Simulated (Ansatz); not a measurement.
Reaction (redistribution): `[OH][Al]([F])[CH2][SiH3]` + `[AlH2][SiH2]O[SiH3]` → `[OH][Al]([F])[O][SiH3]` + `[AlH2][SiH2]C[SiH3]`

Gas-phase electronic energies from Ansatz, PBE0-D4/def2-TZVP geometries. CCSD(T)/CBS is the MP2 limit (def2-TZVPP, def2-QZVPP) plus CCSD(T) − MP2 in def2-TZVPP, frozen cores. DFT in def2-TZVPP. B3LYP here is the variant with VWN-RPA as its local correlation; programs differ in this. One conformer a species, not always the lowest.

`[OH][Al]([F])[CH2][SiH3]`:

```xyz
11

O    -1.503   -0.847    1.989
Al    0.009   -0.350    1.432
F     1.061    0.367    2.484
C     0.500   -0.619   -0.411
Si    0.132    0.817   -1.549
H    -1.812   -0.731    2.886
H    -0.035   -1.499   -0.784
H     1.574   -0.829   -0.464
H    -1.323    1.130   -1.531
H     0.866    2.031   -1.098
H     0.530    0.530   -2.954
```

`[AlH2][SiH2]O[SiH3]`:

Z-matrix (Å, degrees):
```
Si
O 1 1.650
Al 1 2.463 2 110.9
H 1 1.497 2 108.9 3 122.8
H 1 1.497 2 108.9 3 -122.9
Si 2 1.635 1 142.4 3 178.6
H 3 1.588 1 121.8 2 0.7
H 3 1.590 1 118.9 2 -179.3
H 6 1.487 2 110.3 1 63.1
H 6 1.483 2 108.2 1 -177.1
H 6 1.487 2 110.3 1 -57.3
```

`[OH][Al]([F])[O][SiH3]`:

Z-matrix (Å, degrees):
```
Si
O 1 1.627
H 1 1.486 2 110.0
H 1 1.486 2 109.4 3 119.7
H 1 1.486 2 110.3 3 -120.5
Al 2 1.669 1 167.2 3 71.7
F 6 1.638 2 119.8 1 -1.3
O 6 1.679 2 123.0 1 178.7
H 8 0.955 6 123.0 2 -0.0
```

`[AlH2][SiH2]C[SiH3]`:

```xyz
13

Al   -0.800   -1.140    1.451
Si   -0.086    1.174    0.989
C     0.972    0.844   -0.566
Si    0.047   -0.482   -1.473
H    -2.313   -1.620    1.369
H     0.318   -2.125    2.016
H    -1.177    2.113    0.598
H     0.735    1.866    2.025
H     1.942    0.446   -0.252
H     1.147    1.730   -1.181
H    -1.271   -0.018   -1.972
H     0.772   -1.210   -2.547
H    -0.287   -1.577   -0.457
```

Question: Is it downhill or uphill in electronic energy at CCSD(T)/CBS, and by how much? (An estimate is asked.)

Answer: The calculation gave: Downhill: ΔE = -55.4 kJ/mol.

Question: What do these levels give: r2SCAN-D4, ωB97X-V, B2PLYP, r2SCAN, PBE0, B3LYP, HF/def2-TZVPP, SCS-MP2/def2-TZVPP, CCSD/def2-TZVPP, MP2/def2-QZVPP, SCS-MP2/def2-QZVPP, MP2/CBS(def2)? (An estimate is asked.)

Answer: The calculation gave: r2SCAN-D4 -60.5, ωB97X-V -51.5, B2PLYP -47.3, r2SCAN -59.5, PBE0 -55.4, B3LYP -41.0, HF/def2-TZVPP -31.1, SCS-MP2/def2-TZVPP -51.8, CCSD/def2-TZVPP -52.3, MP2/def2-QZVPP -57.7, SCS-MP2/def2-QZVPP -51.5, MP2/CBS(def2) -57.5 kJ/mol.

Largest T1 diagnostic among the species: 0.012.

The D4 term adds −8.2 kJ/mol with B3LYP and −4.2 kJ/mol with PBE0; it sums over pairs of atoms, weighted by their polarisabilities, and B3LYP, whose exchange is more repulsive, gets the larger term. In def2-TZVPP, CCSD(T) changes the Hartree–Fock value by −24.7 kJ/mol (the triples alone add −3.4 kJ/mol) and MP2 by −26.8 kJ/mol.
